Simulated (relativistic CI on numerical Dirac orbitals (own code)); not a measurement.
## One change at a time: Ta+

Base calculation: Dirac-Coulomb-Breit CI, KLI orbitals optimised for each configuration, model QED (radiative potential, 1s self-energy scaled to tabulated hydrogen-like ionisation energies), valence Slater integrals scaled by 0.85, P86 correlation energy added to each configuration.

Configuration list (outside the closed core [Xe] 4f14): 5d3 6s, 5d2 6s2, 5d4, 5d3 6p, 5d 6s2 6p, 5d2 6s 6p, 5d 6s 6p2, 5d3 6d, 5d2 6s 5f, 5d3 6f, 5d2 6p2, 5d2 6s 5g, 5d3 7s, 5d2 6s 7p, 5d2 6s 7s, 5d 6s2 6d. Levels of other configurations are missing.

The lowest level and the first level of each name with at least 55 % of one term (blank where a level has no safe partner in the second run):

```tsv
Level	Base (cm⁻¹)	Shift (cm⁻¹)
5d3 6s 5F_1	0.0	0.0
5d3 6s 5F_2	870.8	+0.5
5d3 6s 5F_3	2180.8	-0.5
5d3 6s 5F_4	3724.8	-1.0
5d2 6s2 3F_2	4246.8	+350.5
5d3 6s 5F_5	5362.6	-1.9
5d2 6s2 3F_3	7292.5	+326.7
5d2 6s2 3F_4	9818.2	+238.2
5d3 6s 5P_1	10156.4	-38.0
5d4 5D_0	11089.3	-349.0
5d3 6s 5P_2	11377.3	-28.4
5d4 5D_1	11608.7	-337.4
5d3 6s 5P_3	11695.8	+4.0
5d4 5D_2	12283.2	-338.1
```

For a near-neutral ion this model can misplace configurations by up to about 10,000 cm⁻¹ (more where the count of f electrons changes) and terms by 10 to 25 % of their spread. Rates follow the energies as ν³ (E1, M1) or ν⁵ (E2), so they and the lifetimes can be off by large factors. The fine structure of a lone outer electron comes out too small, for d and f at times inverted, and misplaced configurations move strength between like terms. 7 of the 18 excited levels that our extract of the measured tables holds in this range could be paired (the sources list more); they are missed by 534 cm⁻¹ on average and 1067 at most, and levels without a partner can miss by more. Some levels of the ground configuration have no partner and can miss by 10 % or more.

Problem. One thing was changed in a second run, which moved the levels as shown. Which?
A. QED terms removed
B. one mean potential for all configurations
C. self-excluded LDA correlation estimate
D. Breit term removed
E. configuration mixing switched off
F. valence Slater integrals scaled by 0.75
G. only the first 3 configurations

Solution. C. Self-excluded LDA correlation estimate. A correlation estimate moves all levels of a configuration together before mixing; mixed levels move by a weighted share.

LS names give the leading component of a level, which can be under half, so a name can repeat, a term be missing and a line seem to break the LS rules.
